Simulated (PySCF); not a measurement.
C5H4F2, SMILES FC1(F)C=CC=C1.

Geometry optimised at PBE-D3(BJ)/def2-SVP. The values are those of a single conformer.

Vertical ionisation energy (IE) and electron affinity (EA) in eV. Rows of orbital energies are one-electron estimates. Where ΔSCF, EOM or ADC give a negative EA the extra electron is unbound and the value depends on the basis.

```
level                                          IE    EA
-------------------------------------------  ----  ----
−ε(HOMO), −ε(LUMO), B3LYP/def2-TZVP (PySCF)  6.81  2.18
−ε(HOMO), −ε(LUMO), PBE/def2-TZVP (PySCF)    5.94  2.91
```
